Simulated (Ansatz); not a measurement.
Reaction (formal exchange of groups at the Al–C bond): `[F][AlH][CH2][SiH3]` + `CN(C)C=O` → `C[N](C)[AlH][F]` + `O=CC[SiH3]`

Computed with Ansatz on PBE0-D4/def2-TZVP structures; ΔE is electronic, products minus reactants. CBS: MP2 limit from def2 TZ/QZ plus the TZ coupled-cluster correction, frozen cores. DFT in def2-TZVPP. Each species was taken in one conformer, which may not be the lowest.

| species | ωB97M-V energy (Eh) |
| --- | --- |
| `[F][AlH][CH2][SiH3]` | -673.54002 |
| `CN(C)C=O` | -248.50406 |
| `C[N](C)[AlH][F]` | -477.53925 |
| `O=CC[SiH3]` | -444.50303 |

Problem. Work out ΔE.

Solution. ΔE = (-477.53925) + (-444.50303) − (-673.54002) − (-248.50406) = 0.00180 Eh = +0.05 eV. CCSD(T)/CBS gives 0.00 eV.

Problem. What do rigid-rotor, harmonic-oscillator terms from PBE0-D4/def2-TZVP frequencies (298.15 K, 1 bar) make of the CCSD(T)/CBS value? (Estimate.)

Solution. Computed: ΔZPE = -0.01 eV, ΔH = -0.01 eV, ΔS = -9 J/(mol·K), ΔG = +0.02 eV. Modes under 50 cm⁻¹ make the entropy rough.

Largest T1 diagnostic among the species: 0.014.

From BLYP to BHLYP (50 % exact exchange), in def2-TZVPP and without D4, ΔE moves by −0.06 eV. In def2-TZVPP, CCSD(T) changes the Hartree–Fock value by +0.03 eV (the triples alone add +0.03 eV) and MP2 by +0.07 eV. Leaving LDA and LC-ωPBE aside and taking each functional with its dispersion term where it has one, the values, not all of them listed here, spread over 0.17 eV, from BHLYP-D4 to PBE-D4. LDA lies +0.08 eV from PBE without D4.
